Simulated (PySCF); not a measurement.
Ga(H)(Me)(OMe) (C₂H₇GaO), SMILES C[O][GaH][CH3]. Atoms are numbered in the order given.

```xyz
11

Ga    -0.3412     0.2740     0.3030
H     -1.8391    -0.1483     0.5346
C      0.6878     1.8042     0.9803
H      0.7029     1.8043     2.0819
H      0.2309     2.7523     0.6541
H      1.7212     1.7579     0.6074
O      0.6019    -0.8233    -0.7632
C      0.1321    -1.9869    -1.3874
H      0.2334    -1.9064    -2.4864
H      0.7243    -2.8654    -1.0680
H     -0.9326    -2.2070    -1.1678
```

Geometry: B3LYP-D3(BJ)/def2-SVP. Other conformers were not sampled.

Level of theory: PBE/pcSseg-1 (PySCF).

GIAO shieldings, no solvent; atoms alike by connectivity are averaged. δ = σ(ref) − σ: ¹H against TMS (σ = 31.49 ppm); ¹³C against TMS (σ = 182.0 ppm); ¹⁷O against H2O (σ = 334.3 ppm), references at their B3LYP-D3(BJ)/def2-TZVP geometries, non-relativistic.

```tsv
nucleus	atoms	count	δ (ppm)
¹H	H2	1	6.28
¹H	H9, H10, H11	3	4.61
¹H	H4, H5, H6	3	0.51
¹³C	C8	1	64.6
¹³C	C3	1	-1.1
¹⁷O	O7	1	167.0
```
